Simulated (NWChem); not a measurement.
System: CdIF; SMILES [F][Cd][I]

```xyz
3

Cd     0.4223    -0.8358     0.0000
F      1.0281    -2.6704     0.0000
I     -0.3839     1.6035     0.0000
```
Atoms are numbered in this order, from 1.

The geometry was optimised at PBE0/def2-SVP. Not confirmed as a minimum by frequencies. def2 effective core potentials on Cd, I; no spin-orbit coupling.

Question: List the 4 lowest vertical singlet excitations from CAM-B3LYP/def2-SVPD with def2 effective core potentials on Cd, I, TDA (NWChem).

Answer: 
```
state  energy (eV)  oscillator strength  leading excitation (squared amplitude)
-----  -----------  -------------------  --------------------------------------
S1            4.45                0.014                      HOMO → LUMO (0.98)
S2            4.45                0.014                    HOMO−1 → LUMO (0.98)
S3            6.16                0.036                    HOMO−2 → LUMO (0.47)
S4            6.21                0.000                  HOMO−1 → LUMO+1 (0.49)
```
